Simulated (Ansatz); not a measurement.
A structure drawn as `[OH][SbH][SiH3]`, with this starting geometry:

```xyz
8

O    -1.671   -0.060   -1.098
Sb   -1.116   -0.463    0.761
Si    1.071    0.668    0.337
H    -2.437   -0.732   -1.217
H    -0.462   -2.026    0.327
H     1.657    0.183   -0.920
H     2.044    0.330    1.471
H     0.916    2.101    0.339
```

Total charge 0; spin multiplicity 1. Sb takes the def2 core potential.

(1) Does it keep its bonds when Ansatz relaxes it at PBE-D4/def2-SVP and then PBE0-D4/def2-TZVP?

(2) Give the relaxed structure. (Best estimate.)

Atoms count as bonded under 1.1 times the sum of their covalent radii (H–H under 0.85 Å, pairs among N, O and F under 1.55 Å), and a drawn bond as lost past 1.3 times.

Results:

(1) Yes, every drawn bond is still there and no new one forms.

(2) Computed: 
Z-matrix (Å, degrees):
```
Si
Sb 1 2.580
H 1 1.489 2 108.7
H 1 1.486 2 109.4 3 -118.5
H 1 1.485 2 110.8 3 120.6
O 2 1.984 1 92.4 3 -163.3
H 2 1.717 1 90.2 3 -68.1
H 6 0.960 2 109.5 1 -146.7
```
All modes are real.
